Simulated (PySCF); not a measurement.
Electronic absorption of C2H5BF2O2Si

C2H5BF2O2Si.
InChI=1S/C2H5BF2O2Si/c4-3(5)1-2(6)7-8/h1H2,8H3

The calculation used PySCF, TDDFT CAM-B3LYP/def2-SVPD, vertical, gas phase, core orbitals frozen in the response. Isolated species at its PBE0-D3(BJ)/def2-SVP geometry (one conformer only). Torsions of this conformer, `[O:1]=[C:2]([CH2:3][B:4]([F:5])[F:6])[O:7][SiH3:8]`: O1–C2–C3–B4 -98°, C2–C3–B4–F5 -27°, O1–C2–O7–Si8 3°.

Question: What does the calculation give for the low-lying excited states?

Answer: 

| state | E (eV) | E (kJ/mol) | λ (nm) | f | \|μ\| (D) | main configurations (H = HOMO, L = LUMO) |
| --- | --- | --- | --- | --- | --- | --- |
| S1 | 5.94 | 573 | 208.9 | 0.0010 | 0.22 | H→L+1 (61%), H→L+2 (19%) |
| S2 | 7.66 | 739 | 161.8 | 0.016 | 0.74 | H→L (74%), H→L+3 (12%) |
| S3 | 8.01 | 773 | 154.8 | 0.023 | 0.88 | H→L+2 (44%), H→L+1 (22%), H-1→L+1 (11%) |
| S4 | 8.12 | 784 | 152.7 | 0.0023 | 0.27 | H-1→L (44%), H-1→L+2 (14%), H-1→L+3 (14%) |
| S5 | 8.23 | 794 | 150.6 | 0.088 | 1.68 | H-1→L+1 (38%), H→L+3 (14%), H→L (8%) |
| S6 | 8.37 | 808 | 148.0 | 0.012 | 0.61 | H-2→L+1 (40%), H-4→L+1 (24%) |
| S7 | 8.40 | 810 | 147.6 | 0.018 | 0.76 | H-2→L (39%), H-2→L+2 (26%), H-2→L+3 (11%) |
| S8 | 8.70 | 840 | 142.5 | 0.015 | 0.67 | H-3→L (22%), H-1→L+2 (14%), H-3→L+3 (14%) |
| S9 | 8.75 | 844 | 141.7 | 0.038 | 1.07 | H→L+3 (47%), H→L+2 (21%), H-1→L+1 (10%) |
| S10 | 8.94 | 862 | 138.7 | 0.014 | 0.65 | H→L+4 (44%), H-3→L+1 (10%), H-1→L+2 (10%) |

Triplets (Tamm–Dancoff): T1 5.44 eV, H→L+1 (61%), H→L+2 (18%); T2 6.23 eV, H-1→L+1 (37%), H-3→L+1 (20%), H-1→L+2 (12%); T3 7.52 eV, H→L (72%), H→L+3 (14%); T4 7.68 eV, H-1→L (32%), H-1→L+2 (15%), H-1→L+3 (13%).

The lowest singlet comes at 209 nm (573 kJ/mol) in the ultraviolet; it is very weak; its leading configuration is HOMO→LUMO+1 (61%). The strongest level in the table is S5 at 8.23 eV (151 nm, f = 0.088). Löwdin shares by element: HOMO oxygen 78%, carbon 16%; LUMO boron 34%, carbon 16%, silicon 10% (atoms not listed hold the other 39%). Weighted by f, the mean energy of these states is 8.34 eV. Of the 10 states listed, 8 reach f = 0.01 and none stays under 0.0005. The listed states span 3.00 eV, and the widest gap between neighbours is 1.73 eV (S1 to S2). All these states lie below the vertical ionisation energy of 10.91 eV (ΔSCF). Singlets were solved by full linear response, triplets in the Tamm–Dancoff approximation.
